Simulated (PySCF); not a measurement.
## Two-photon absorption: `FB(F)C=S`, CHBF2S

Cartesian coordinates in Å; atom numbers follow the order of the lines, from 1:
```xyz
6

F     1.1478    1.3969    0.2440
B     0.7287    0.1561    0.2716
F     1.5540   -0.7601    0.7362
C    -0.7046   -0.2584   -0.2302
S    -1.7124    0.7748   -0.9606
H    -1.0110   -1.3076   -0.0812
```

Theory: TDDFT X3LYP/def2-SVPD excited states, vertical, gas phase in PySCF 2.14.0. Geometry: PBE0-D3(BJ)/def2-SVP.

Problem. Give the one- and two-photon strengths of the lowest singlets.

Solution. δ for parallel linear polarisation; σ at the peak of a Lorentzian of half width 0.1 eV, single beam; Ω is circular over linear.
```csv
state,E (eV),f,photon λ (nm),δ (au),σ (GM),Ω,main
S1,1.56,0.000,1585,0.61,0.00,1.41,HOMO→LUMO 1.00
S2,5.77,0.083,430,28.8,0.35,1.49,"HOMO→LUMO+1 0.53, HOMO−1→LUMO 0.43"
S3,5.79,0.002,428,0.63,0.01,1.42,HOMO−2→LUMO 0.97
S4,5.85,0.158,424,7.68,0.10,1.39,"HOMO−1→LUMO 0.51, HOMO→LUMO+1 0.44"
S5,6.35,0.008,390,8.73,0.13,1.41,HOMO→LUMO+2 0.97
```

Among these, the strongest one-photon state is S4, the strongest two-photon state S2, with a dipole change of 3.6 D (relaxed, norm of the difference vector).
